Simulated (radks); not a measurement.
Question: Br+, configuration [Ar] 3d10 4s2 4p4. Calculated with a radial shooting solver on a logarithmic mesh with Libxc functionals: Dirac Kohn-Sham, PBE, spin-unpolarised, spherical densities, point nucleus; open shells are shared between the two j in proportion to 2j + 1. Some entries of the table are withheld. Estimate them.

orbital,occ.,eigenvalue (hartree),r(max) (bohr)
1s1/2,2,(1),0.02791
2s1/2,2,(2),0.1593
2p1/2,2,-57.73948,0.1252
2p3/2,4,-55.99371,0.1285
3s1/2,2,-9.15759,0.4842
3p1/2,2,(3),(4)
3p3/2,4,(5),(6)
3d3/2,4,(7),0.4294
3d5/2,6,(8),0.4322
4s1/2,2,-1.11671,1.407
4p1/2,1.33333,-0.65610,1.606
4p3/2,2.66667,-0.63516,1.636

Answer: 
(1) 1s1/2 eigenvalue (hartree): -489.6791
(2) 2s1/2 eigenvalue (hartree): -64.07392
(3) 3p1/2 eigenvalue (hartree): -6.95523
(4) 3p1/2 r(max) (bohr): 0.4754
(5) 3p3/2 eigenvalue (hartree): -6.70402
(6) 3p3/2 r(max) (bohr): 0.4841
(7) 3d3/2 eigenvalue (hartree): -2.88613
(8) 3d5/2 eigenvalue (hartree): -2.84622
